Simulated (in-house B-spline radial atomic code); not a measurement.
# Ionising the calcium ion Ca⁴⁺ with different functionals

Computed with a radial B-spline atomic code at the basis-set limit: four-component Dirac-Coulomb Hamiltonian, Fermi nucleus of rms radius 3.4776 fm, spin-restricted, spherical fractional occupations for the functionals, and exact exchange of hybrids averaged over the configuration. The ionisation energy is the difference of two self-consistent energies, [Ne] 3s2 3p4 → [Ne] 3s2 3p3, without Breit or QED terms; ε is the level of the shell that loses the electron (mean over j). The electron is taken from both j subshells in proportion to 2j + 1, so the result is a j average, not the step between ground levels.

```tsv
method	rung	ΔSCF (eV)	-ε(3p) (eV)
B3LYP	global hybrid	86.72	79.43
B97-1	global hybrid	86.64	79.46
PBE0	global hybrid	86.67	79.90
LC-wPBE	range-separated hybrid	86.85	82.85
```

Task: Among the functionals, which spreads more, the ΔSCF values or the orbital energies?

Result: The orbital energies: ΔSCF values span about 0.20 eV and the orbital energies 3.42 eV; here energy differences depend much less on the functional than eigenvalues do.

Task: How do they compare with the NIST value?

Result: NIST lists 84.34 eV ± 0.08 (semi-empirical, ground level to ground level). Errors run from +2.30 to +2.51 eV. The correlated functionals all miss on the same side by more than they spread, so the cause is common to them (Breit-QED terms, spin polarisation, the choice among j levels, multiplet and fine-structure energies, or a listed next ion that isn't the cheapest removal here) and closeness doesn't rank the functionals.
